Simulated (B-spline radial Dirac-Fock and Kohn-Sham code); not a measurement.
# The free ytterbium atom: differential elastic cross section for electrons at 1 keV

Calculated with a radial B-spline solver, using relativistic (Dirac) partial waves in the static field of the Dirac-Fock atom with Furness-McCarthy exchange, without polarisation or absorption potentials.

Input file task.json (cfg lists n, l and occupation; rrms is the nuclear radius in fm):

```json
{"items": [{
  "Z": 70,
  "q": 0,
  "cfg": [[1, 0, 2], [2, 0, 2], [2, 1, 6], [3, 0, 2], [3, 1, 6], [3, 2, 10], [4, 0, 2], [4, 1, 6], [4, 2, 10], [4, 3, 14], [5, 0, 2], [5, 1, 6], [6, 0, 2]],
  "A": 174,
  "rrms": 5.3108,
  "do": "elastic",
  "energies": [[1000, 0]],
  "theta": [0, 1, 2, 3, 5, 7, 10, 15, 20, 25, 30, 40, 50, 60, 70, 80, 90, 100, 110, 120, 130, 140, 150, 160, 170, 180]
}]}
```

Launch: `python xray2_run.py task.json out`

```
θ (°)  dσ/dΩ (Å²/sr)  Sherman function
    0           70.3             0.000
    1           66.0             0.000
    2           55.0             0.000
    3           41.9             0.000
    5           21.1             0.000
    7           10.7             0.000
   10           4.64             0.001
   15           1.52             0.004
   20          0.638             0.006
   25          0.350             0.002
   30          0.219            -0.008
   40         0.0964            -0.040
   50         0.0556            -0.020
   60         0.0475             0.062
   70         0.0394             0.113
   80         0.0198             0.119
   90        0.00591            -0.217
  100         0.0186            -0.176
  110         0.0476            -0.047
  120         0.0565             0.004
  130         0.0286             0.044
  140        0.00264            -0.295
  150         0.0443            -0.102
  160          0.173            -0.039
  170          0.323            -0.015
  180          0.390             0.000
```

Task: What integrated cross sections go with this distribution?

Result: The total elastic cross section is 2.83 Å², the first transport cross section 0.669 Å² and the second, weighted with (3/2) sin²θ, 0.558 Å². The mean deflection is ⟨1 − cos θ⟩ = 0.236, and 11 % of the collisions scatter beyond 90°.

On this grid of angles the cross section has minima near 90°, 140°, from interference among the few low partial waves with large phase shifts.

Phase shifts modulo π (rad) for κ = −1 to −5: 0.261, 1.390, -0.600, 0.620, -0.857.
